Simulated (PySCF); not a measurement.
C5H11Ga.
Structure used (PBE0-D3(BJ)/def2-SVP), in Å, numbered top down from 1:
```xyz
17
C5H11Ga angstrom
C      3.4146   -0.5638    0.2451
Ga     1.7118    0.4249    0.1699
C      0.0351   -0.5398   -0.0476
C     -1.2171   -0.0313   -0.1079
C     -2.4228   -0.9122   -0.2689
C     -1.5305    1.4334   -0.0194
H      4.1073   -0.1975   -0.5302
H      3.9096   -0.3892    1.2149
H      3.2849   -1.6481    0.1133
H      1.7447    1.9980    0.2978
H      0.1032   -1.6346   -0.1276
H     -2.9980   -0.6274   -1.1666
H     -2.1521   -1.9738   -0.3500
H     -3.1092   -0.7910    0.5868
H     -0.6313    2.0497    0.1082
H     -2.0587    1.7700   -0.9278
H     -2.2132    1.6320    0.8244
```

Level: CAM-B3LYP/def2-SVPD in PySCF, non-relativistic, on one gas-phase PBE0-D3(BJ)/def2-SVP geometry that isn't relaxed in the solvent. The solvent is an IEF-PCM continuum (cavity from Bondi-type radii × 1.2), and excitations are vertical TDDFT with non-equilibrium linear response and a frozen core. Only the electrostatic response of the medium enters. Spin–orbit coupling is left out although an atom past zinc is present.

Gas-phase singlets (H = HOMO, L = LUMO):

```tsv
state	E (eV)	λ (nm)	f	leading configuration
S1	4.988	249	0.001	H-1→L 95%
S2	5.233	237	0.001	H-2→L 94%
S3	5.341	232	0.294	H→L 98%
S4	6.681	186	0.014	H→L+1 76%
S5	7.125	174	0.127	H-1→L+1 66%
```

**Question.** How does the list change in dichloromethane (ε = 8.93)?

**Answer.** 
```json
{"state": "S1", "E (eV)": "5.062", "λ (nm)": "245", "f": "0.001", "leading configuration": "H-1→L 94%", "change by rank (eV)": "+0.074"}
{"state": "S2", "E (eV)": "5.318", "λ (nm)": "233", "f": "0.381", "leading configuration": "H→L 98%", "change by rank (eV)": "+0.085"}
{"state": "S3", "E (eV)": "5.367", "λ (nm)": "231", "f": "0.002", "leading configuration": "H-2→L 92%", "change by rank (eV)": "+0.026"}
{"state": "S4", "E (eV)": "6.697", "λ (nm)": "185", "f": "0.022", "leading configuration": "H→L+1 73%", "change by rank (eV)": "+0.016"}
{"state": "S5", "E (eV)": "7.141", "λ (nm)": "174", "f": "0.163", "leading configuration": "H-1→L+1 72%", "change by rank (eV)": "+0.016"}
```

**Question.** The ground-state energy changes by -0.097 eV from gas to dichloromethane. By how much does the total energy of gas-phase S1 change?

**Answer.** E(S1) = E(S0) + excitation energy, so it changes by -0.097 + 0.074 = -0.023 eV: it is lowered less than the ground state, which is what a blue shift means. This is the vertical state, with the slow part of the continuum still set for S0.

**Question.** How do the frontier levels move from gas to dichloromethane?

**Answer.** 
```tsv
orbital	gas (eV)	solvent (eV)	change (eV)	Löwdin shares, gas	Löwdin shares, solvent
LUMO+2	1.48	1.63	+0.15	C5 17 %, C6 12 %, Ga2 10 %, C1 8 %	C5 16 %, C6 12 %, Ga2 10 %, C1 9 %
LUMO+1	0.83	0.95	+0.12	Ga2 60 %, C1 6 %, C5 4 %	Ga2 62 %, C1 6 %, H7 4 %, H8 4 %
LUMO	-0.35	-0.17	+0.18	Ga2 46 %, C4 14 %, C3 13 %, C1 8 %	Ga2 45 %, C4 15 %, C3 13 %, C1 8 %
HOMO	-8.46	-8.38	+0.08	C3 39 %, C4 32 %, C6 6 %, C5 6 %	C3 39 %, C4 31 %, C6 6 %, C5 6 %
HOMO-1	-8.99	-8.90	+0.09	C3 29 %, Ga2 21 %, C1 17 %, C4 8 %	C3 28 %, Ga2 21 %, C1 20 %, C4 8 %
HOMO-2	-9.10	-9.08	+0.02	Ga2 29 %, H10 26 %, C1 24 %, C3 5 %	Ga2 29 %, H10 27 %, C1 22 %, C3 6 %
HOMO-3	-11.46	-11.32	+0.14	C4 21 %, C6 20 %, C5 15 %, C3 11 %	C4 20 %, C6 20 %, C5 17 %, H13 11 %
```

The HOMO–LUMO gap goes from 8.11 to 8.21 eV.

On an Arm Neoverse V2 with one thread, shared host, this took 46 s of wall time and 1.1 GiB of memory at its peak. This is the whole response run at CAM-B3LYP/def2-SVPD in dichloromethane, SCF included.
